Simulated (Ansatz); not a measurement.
GaH5O4Si, SMILES `O[Si](O)(O)[O][GaH2]` at its PBE0-D4/def2-TZVP geometry, where that method's forces vanish. The species carries charge 0 and has multiplicity 1.

```xyz
11

O    -0.4690   -1.0878    0.2070
Si   -0.0706    0.5326    0.5153
O     0.6895    0.7522    1.9388
O    -1.5049    1.2886    0.6450
O     0.8376    0.7486   -0.7786
Ga    0.5725   -0.8514   -1.7206
H    -1.3491   -1.4081    0.4155
H     1.6417    0.6408    1.9283
H    -1.5566    2.0183    1.2635
H     1.7878   -1.8272   -1.6394
H    -0.5790   -0.8067   -2.7748
```

(1) What forces (eV/Å) does r2SCAN-D4/def2-TZVPP give on these atoms in the Gaussian-basis code of Ansatz? (An estimate is asked.)

## Answers

(1) The calculation gave: 
```
O1   0.015 -0.070 -0.030
Si2 -0.001  0.012  0.013
O3   0.012  0.014  0.064
O4  -0.055  0.012 -0.003
O5   0.071  0.017 -0.112
Ga6 -0.014 -0.066 -0.037
H7  -0.037 -0.024  0.000
H8   0.025 -0.003  0.009
H9  -0.009  0.021  0.011
H10 -0.094  0.082  0.002
H11  0.086  0.005  0.085
```
